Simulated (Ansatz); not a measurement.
Program: Ansatz. Geometries: PBE0-D4/def2-TZVP. ΔE: electronic, gas phase. CCSD(T)/CBS is the MP2 limit (def2-TZVPP, def2-QZVPP) plus CCSD(T) − MP2 in def2-TZVPP, frozen cores. def2 core potentials past Kr. For Sn outer-core shells are correlated without core-valence functions, which leaves a few kJ/mol of doubt a bond. Each species was taken in one conformer, which may not be the lowest.

`[F][SnH]([SiH3])[Cl]` + `C=CO[SiH2]C` → `[CH3][SnH]([SiH3])[Cl]` + `C=CO[SiH2]F`  (redistribution)

```json
{"species": "`[F][SnH]([SiH3])[Cl]`", "HF/def2-TZVPP energy (Eh)": "-1063.69916"}
{"species": "`C=CO[SiH2]C`", "HF/def2-TZVPP energy (Eh)": "-482.17214"}
{"species": "`[CH3][SnH]([SiH3])[Cl]`", "HF/def2-TZVPP energy (Eh)": "-1003.81280"}
{"species": "`C=CO[SiH2]F`", "HF/def2-TZVPP energy (Eh)": "-542.08987"}
```

**Question.** Work out ΔE.

**Answer.** ΔE = (-1003.81280) + (-542.08987) − (-1063.69916) − (-482.17214) = -0.03137 Eh = -82.4 kJ/mol. CCSD(T)/CBS gives -77.8 kJ/mol.

Largest T1 diagnostic among the species: 0.013.

From PBE to PBE0 (25 % exact exchange), in def2-TZVPP and without D4, ΔE moves by −7.9 kJ/mol.
